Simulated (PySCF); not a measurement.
# Stretching GeS

Set-up: Ge def2-TZVPP, S def2-TZVPP; no relativity (PySCF 2.14). Energies in eV from Ge + S in their ground configurations at the same level. State: ¹Σ⁺ (singlet), closed shell.

All columns are PBE0. A positive dipole means Ge(−)S(+).

```json
{"R (Å)": "1.736", "E (eV)": "-3.948", "μ (D)": "-0.86", "Mulliken charge on Ge (basis-dependent)": "0.15", "HOMO (eV)": "-7.58", "LUMO (eV)": "-1.60", "Mayer bond order": "2.43", "⟨S²⟩": "0.00"}
{"R (Å)": "1.817", "E (eV)": "-4.901", "μ (D)": "-1.25", "Mulliken charge on Ge (basis-dependent)": "0.20", "HOMO (eV)": "-7.72", "LUMO (eV)": "-1.82", "Mayer bond order": "2.41", "⟨S²⟩": "0.00"}
{"R (Å)": "1.898", "E (eV)": "-5.424", "μ (D)": "-1.65", "Mulliken charge on Ge (basis-dependent)": "0.25", "HOMO (eV)": "-7.82", "LUMO (eV)": "-2.04", "Mayer bond order": "2.38", "⟨S²⟩": "0.00"}
{"R (Å)": "1.958", "E (eV)": "-5.608", "μ (D)": "-1.94", "Mulliken charge on Ge (basis-dependent)": "0.28", "HOMO (eV)": "-7.87", "LUMO (eV)": "-2.21", "Mayer bond order": "2.36", "⟨S²⟩": "0.00"}
{"R (Å)": "2.019", "E (eV)": "-5.657", "μ (D)": "-2.23", "Mulliken charge on Ge (basis-dependent)": "0.32", "HOMO (eV)": "-7.91", "LUMO (eV)": "-2.36", "Mayer bond order": "2.34", "⟨S²⟩": "0.00"}
{"R (Å)": "2.080", "E (eV)": "-5.601", "μ (D)": "-2.52", "Mulliken charge on Ge (basis-dependent)": "0.34", "HOMO (eV)": "-7.75", "LUMO (eV)": "-2.51", "Mayer bond order": "2.33", "⟨S²⟩": "0.00"}
{"R (Å)": "2.160", "E (eV)": "-5.407", "μ (D)": "-2.89", "Mulliken charge on Ge (basis-dependent)": "0.37", "HOMO (eV)": "-7.54", "LUMO (eV)": "-2.71", "Mayer bond order": "2.31", "⟨S²⟩": "0.00"}
{"R (Å)": "2.261", "E (eV)": "-5.030", "μ (D)": "-3.32", "Mulliken charge on Ge (basis-dependent)": "0.39", "HOMO (eV)": "-7.30", "LUMO (eV)": "-2.93", "Mayer bond order": "2.30", "⟨S²⟩": "0.00"}
{"R (Å)": "2.382", "E (eV)": "-4.465", "μ (D)": "-3.81", "Mulliken charge on Ge (basis-dependent)": "0.40", "HOMO (eV)": "-7.05", "LUMO (eV)": "-3.18", "Mayer bond order": "2.29", "⟨S²⟩": "0.00"}
{"R (Å)": "2.544", "E (eV)": "-3.628", "μ (D)": "-4.39", "Mulliken charge on Ge (basis-dependent)": "0.41", "HOMO (eV)": "-6.78", "LUMO (eV)": "-3.48", "Mayer bond order": "2.29", "⟨S²⟩": "0.00"}
```

A fit through these points gives, at Re = 2.014 Å, μ = -2.21 D and dμ/dR = -4.77 D/Å; the reduced mass is 22.32 u.

Task: How strong is the fundamental in the double-harmonic approximation, I = 42.26·(dμ/dR)²/μred km/mol?

Result: I = 42.26·(-4.77)²/22.32 = 43.1 km/mol at PBE0.
